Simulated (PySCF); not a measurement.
Delta-SCF ions had no search for a lower state. 

**H3Al, SMILES `[AlH3]` (charge 0, multiplicity 1)**

These are ωB97X-D3(BJ)/def2-TZVP // B3LYP-D3(BJ)/def2-TZVP (PySCF) values and carry that method's errors.

```yaml
HOMO: -11.15 eV
dipole_moment: 0.00 D
HOMO–LUMO gap: 11.25 eV
LUMO: 0.10 eV
vertical ionisation energy (Delta-SCF): 11.51 eV
total_energy: -244.2327 Ha
cost: very roughly 6 core-seconds
```

Bond lengths (Å): Al1–H2 1.580, Al1–H3 1.580, Al1–H4 1.580. Angles (°): H2–Al1–H3 120.0, H2–Al1–H4 120.0, H3–Al1–H4 120.0.
